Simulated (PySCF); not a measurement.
C5H6Si, SMILES C#C[SiH](C)C#C.

Geometry: B3LYP-D3(BJ)/def2-SVP.

Calculation: PySCF with PBE/def2-TZVP.

Symmetry labels are those of the subgroup Cs that the program uses (full group Cs).

Computed valence orbital energies around the gap with their symmetry:
| orbital | symmetry | energy (eV) |
|---|---|---|
| HOMO−7 | A' | -10.23 |
| HOMO−6 | A" | -9.56 |
| HOMO−5 | A' | -8.98 |
| HOMO−4 | A' | -8.48 |
| HOMO−3 | A' | -7.20 |
| HOMO−2 | A" | -7.09 |
| HOMO−1 | A" | -6.92 |
| HOMO | A' | -6.85 |
| LUMO | A' | -1.36 |
| LUMO+1 | A' | -1.23 |
| LUMO+2 | A" | -0.63 |
| LUMO+3 | A" | -0.40 |
